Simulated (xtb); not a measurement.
C5H5Cl, SMILES ClC(CC#C)=C. All values are semi-empirical tight-binding results from xtb (GFN2-xTB unless named), good for trends rather than for accurate numbers. Geometry optimised at GFN2-xTB. The values are those of a single conformer.

```json
{
  "orbital_gap": "4.77 eV",
  "dipole_moment": "1.59 D",
  "zero_point_energy": "49.1 kcal/mol",
  "G − E(el) at 298.15 K (modified RRHO)": "29.5 kcal/mol",
  "static polarisability (D4 model)": "69.4 bohr³",
  "solvation energy, GFN2-xTB/ALPB(water)": "-2.7 kcal/mol",
  "solvation energy, GFN2-xTB/ALPB(dmf)": "-7.0 kcal/mol"
}
```
